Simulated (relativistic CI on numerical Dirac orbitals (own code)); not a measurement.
A ladder of approximations for the levels of Nb I

Calculated with a relativistic CI code on KLI orbitals (one set per configuration, finite nucleus), adding one ingredient at a time: step 1, Dirac-Coulomb, each configuration alone; step 2, with Breit and QED terms; step 3, with configuration mixing; step 4, with scaled Slater integrals (0.85); step 5, with a P86 correlation estimate; step 6, tied to the ionisation limit. P86 is a density functional for the correlation energy, evaluated here for each configuration and added to its levels. Step 6 is semi-empirical: configurations made of the next ion and one excited electron move by 3413 cm⁻¹, so that their limit matches the tabulated ionisation energy, and those with a non-penetrating f or g electron also take the P86 value of the least penetrating other one.

Configurations in the expansion (outside the closed core [Kr]): 4d⁴5s, 4d³5s², 4d⁴5p, 4d³5s5p, 4d⁵, 4d²5s²5p, 4d⁴5d, 4d³5s4f, 4d⁴6s, 4d³5s6p, 4d³5s6s, 4d³5s7s, 4d³5s5d, 4d³5s6d, 4d²5s5p², 4d5s²5p², 4d²5p³, 4d5s5p³, 4d²5p²5d, 4d5s4f5p².

Computed minus measured energy above the ground level, in cm⁻¹, for 3 of the 11 excited levels that pair in every step (one J of a term; a digit in brackets numbers repeated terms):

```csv
Configuration,Term,J,Measured,Step 1,Step 2,Step 3,Step 4,Step 5,Step 6
4d⁴5s,a 6D,3/2,154,-18,-26,-31,-32,-31,-31
4d³5s²,a 4F,3/2,1143,5758,5919,2934,2001,3421,3501
4d⁴5s,a 4D,1/2,8411,7940,7940,5126,3054,3138,3406
```

Mean absolute errors in cm⁻¹, over all paired levels and for the configurations:

```
Configuration, levels  Step 1  Step 2  Step 3  Step 4  Step 5  Step 6
              all, 11    4279    4327    2450    1547    2074    2181
             4d⁴5s, 7    3426    3432    2214    1330    1359    1480
            4d³5s², 4    5773    5892    2862    1926    3326    3408
```

Measured levels: NIST Handbook of Basic Atomic Spectroscopic Data (Sansonetti and Martin, J. Phys. Chem. Ref. Data 34, 1559 (2005)).

The mean absolute error is lowest at step 4 (1547 cm⁻¹), and the largest single drop is from step 2 to 3 (4327 to 2450). Terms of the ground configuration are off by 3426 at first, 2214 with mixing and 1330 after scaling, which stands in for the correlation that narrows term splittings. The Breit and QED terms change the top of the ground term (measured 1050) from 1029 to 970. Mixing lowers the ground level by 1274, with 4d³5s5d as its largest admixture; relative to it the configurations that move most are 4d³5s² by -3030. The P86 estimate moves 4d³5s² by +1400, and takes the mean absolute error of the excited configurations from 1926 to 3326; it adds to levels that were already too high. Step 6 takes that error from 3326 to 3408.
